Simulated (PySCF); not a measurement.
# Electron correlation in P⁺ (phosphorus, charge +1)

[Ne] 3s2 3p1 4s1, high-spin 3P determinant (an excited configuration). Computed with PySCF 2.14 in aug-cc-pV(D+d)Z (5s4p3d, 32 functions), with no relativity, point nucleus. Frozen: [Ne]; 4 electrons correlated.

MP2 pair energies summed by pair of shells (mhartree):

| pair | energy | share (%) |
| --- | --- | --- |
| 3s-3s | -22.32 | 46.0 |
| 3s-3p | -16.31 | 33.6 |
| 3s-4s | -7.55 | 15.6 |
| 3p-4s | -2.33 | 4.8 |

Total MP2 correlation energy: -48.52 mhartree.

Same-spin part -6.78 and opposite-spin part -41.74 mhartree; SCS-MP2 scales them by 1/3 and 6/5 to -52.35 mhartree.
